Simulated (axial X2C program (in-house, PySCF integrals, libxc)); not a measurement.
**NaGa⁺ at several levels of theory**

All values were computed with an in-house all-electron X2C program for linear molecules (integrals from PySCF). Spin-free means the one-electron spin-free X2C Hamiltonian; two-component (2c) means X2C with spin–orbit coupling and atomic mean-field two-electron Coulomb and Gaunt terms, so the difference of the two also holds small scalar two-electron terms. Basis: Ga dyall-cv3z [9s9p7d4f1g], Na dyall-cv3z [9s8p5d2f] (cores contracted in-house); Gaussian nuclei, density fitting, unrestricted open shells. Masses: Ga 68.926 u, Na 22.990 u.

State, spin-free: M_S = 1/2, Λ = 0 (beyond evenly filled blocks: σα); electrons by block: σα: 11, σβ: 10, π+α: 4, π+β: 4, π-α: 4, π-β: 4, δ+α: 1, δ+β: 1, δ-α: 1, δ-β: 1. Fragments: Ga + Na+.

State, 2c: Ω = 1/2 (⟨Sz⟩ = 0.50, ⟨Lz⟩ = 0.00 at PBE0); electrons by block: 1/2: 15, -1/2: 14, 3/2: 5, -3/2: 5, 5/2: 1, -5/2: 1. Fragments: Ga + Na+.

```
Hamiltonian    level  Re (Å)  ωe (cm⁻¹)  αe (cm⁻¹)  De (eV)  k (mdyn/Å)  μ (D)
  spin-free     PBE0   3.376      107.6   0.000662     1.01       0.118   7.03
  spin-free       HF   3.434      110.7   0.000563    0.870       0.125   7.91
  spin-free      MP2   3.419      110.7   0.000597    0.838       0.124    n/a
  spin-free     CCSD   3.409      112.3   0.000601    0.831       0.128    n/a
  spin-free  CCSD(T)   3.409      112.3   0.000603    0.829       0.128    n/a
  spin-free   r2SCAN   3.389      108.0   0.000602    0.946       0.119   7.43
         2c     PBE0   3.377      107.5   0.000662      n/a       0.117   7.03
         2c       HF   3.434      110.6   0.000563      n/a       0.124   7.91
         2c      MP2   3.419      110.6   0.000597      n/a       0.124    n/a
         2c     CCSD   3.410      112.1   0.000599      n/a       0.128    n/a
         2c  CCSD(T)   3.409      112.2   0.000601      n/a       0.128    n/a
         2c   r2SCAN   3.390      108.0   0.000601      n/a       0.118   7.43
```

Correlated methods: 3 electrons correlated (number of frozen shells: Ga 3 s, 2 p, 1 d; Na 2 s, 1 p), 283 virtual spin orbitals or spinors in MP2, 47 natural virtuals in coupled cluster.

Dipoles are positive if Na is the positive end and refer to the centre of mass.

Occupations by symmetry block were frozen at the best pattern of an incomplete PBE0 search. De is counted from the lowest determinant-based energies of the atoms at the same level, without counterpoise correction. De is not given where an atomic determinant may have missed its ground term or J level, or where the truncated virtual space spoils (T). Density functionals use the spin component along the axis (collinear). CCSD and (T) use frozen natural virtuals with an MP2 correction for the truncation; (T) itself is uncorrected, so its De runs slightly low. Without a current term, density functionals place determinants with orbital angular momentum somewhat too high. With the outer-core shells frozen, correlated bond lengths of heavy atoms tend to come out a few hundredths of an ångström too long.

Rough cost a point (2c) on 1 thread(s) of a shared host, integrals apart: PBE0 0.4 s, HF 0.4 s, CCSD(T) 0.7 s, r2SCAN 0.5 s.

The whole task took 51 s on 1 thread of Arm Neoverse V2, with other jobs on the host.
